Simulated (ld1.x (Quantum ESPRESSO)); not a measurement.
**Configuration tests for Al (Z = 13) (RRKJ)**

aluminium (Al), norm-conserving RRKJ (Kleinman–Bylander form), made with ld1.x (Quantum ESPRESSO) 7.5 (PBE, scalar-relativistic). Core [Ne], reference 3s1.5 3p1.5. Waves: 3p (bound): rc 2.40 bohr; 3s (bound): rc 1.65 bohr. Local part: the s channel. Core correction: a·sin(br)/r model core inside 1.10 bohr.

Energies are relative to the spin-unpolarised reference configuration 3s1.5 3p1.5; without spin polarisation the order of configurations can differ from experiment.

```json
{"valence configuration": "3s2 3p0", "charge": "+1", "ΔE all-electron (eV)": "3.215", "error AE − PS (meV)": "-1.6"}
{"valence configuration": "3s1 3p0", "charge": "+2", "ΔE all-electron (eV)": "22.441", "error AE − PS (meV)": "+20"}
{"valence configuration": "3s0 3p3", "charge": "0", "ΔE all-electron (eV)": "7.905", "error AE − PS (meV)": "-13"}
{"valence configuration": "3s2 3p0.5", "charge": "+0.5", "ΔE all-electron (eV)": "-0.460", "error AE − PS (meV)": "-2.0"}
{"valence configuration": "3s1 3p2", "charge": "0", "ΔE all-electron (eV)": "2.593", "error AE − PS (meV)": "-1.3"}
{"valence configuration": "3s2 3p1.3", "charge": "-0.3", "ΔE all-electron (eV)": "-3.121", "error AE − PS (meV)": "-0.4"}
```

**Question.** What are ΔE and the potential's error for 3s2 3p1?

**Answer.** ΔE = -2.546 eV all-electron; the error (AE − PS) is -1.1 meV.

Levels in the configuration 3s1 3p0:

```csv
level,all-electron (eV),pseudo (eV)
3s,-23.748,-23.720
```
